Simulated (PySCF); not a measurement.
**Spin-rotation constants: (KCl)4 ring**

Geometry (Å), atoms numbered from 1 in this order:
```xyz
8

K    -0.263   -2.709    1.882
Cl    0.661   -0.767    3.499
K     1.182    1.780    2.808
Cl    1.060    3.327    0.612
K     0.262    2.720   -1.886
Cl   -0.672    0.766   -3.481
K    -1.185   -1.790   -2.818
Cl   -1.047   -3.328   -0.616
```

Computed with GIAO BP86/def2-SVP (def2-TZVP on K) magnetisability, rotational g tensor and spin-rotation constants, non-relativistic, gas phase in PySCF. Geometry: GFN2-xTB.

Give the nuclear spin-rotation constants along the inertial axes (H = +C I·J) beside the isotropic shieldings.

Rotational constants 0.2921, 0.2656, 0.1391 GHz.
```tsv
atom	isotope	Caa (kHz)	Cbb (kHz)	Ccc (kHz)	mean (kHz)	σ (ppm)
K1	39K	0.002	0.017	0.010	0.010	1161.3
Cl2	35Cl	0.015	0.012	0.017	0.015	1023.4
K3	39K	0.018	0.002	0.010	0.010	1164.0
Cl4	35Cl	0.013	0.014	0.017	0.014	1024.9
K5	39K	0.002	0.017	0.010	0.010	1161.7
Cl6	35Cl	0.015	0.012	0.017	0.015	1023.5
K7	39K	0.018	0.002	0.010	0.010	1164.7
Cl8	35Cl	0.013	0.014	0.017	0.014	1025.0
```
For the geometry as given, no vibrational averaging.
